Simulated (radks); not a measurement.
Spherical jellium clusters: N electrons in a uniform positive sphere of charge N and radius rs N^(1/3), rs = 3.1 bohr. Method: non-relativistic Kohn-Sham, LDA (Slater exchange, Perdew-Wang correlation), spin-polarised, spherical densities; computed with a radial shooting solver with Libxc functionals. Levels are named by radial order and angular momentum (1s, 1p, 1d, 2s, ...), and open shells are averaged over m.

N = 13, configuration 1s2 1p6 1d(up 5, down 0). This is the lowest configuration that the search found. Occupied and some empty levels:

level,occupation,eigenvalue (eV),<r> (bohr)
1s up,1,-6.8879,4.641
1s down,1,-6.3794,4.434
1p up,3,-5.2526,5.645
1p down,3,-4.5955,5.604
1d up,5,-3.3025,6.508
2s up,0,-2.6692,6.137
1d down,0,-2.6249,6.621
2s down,0,-2.3044,6.365
1f up,0,-1.2145,7.573
2p up,0,-0.93056,8.814
2p down,0,-0.65338,9.525
1f down,0,-0.62802,8.030

Energy (eV): total -20.1299, kinetic 36.083, external -733.80, Hartree 356.82, exchange-correlation -57.771, background 378.54.
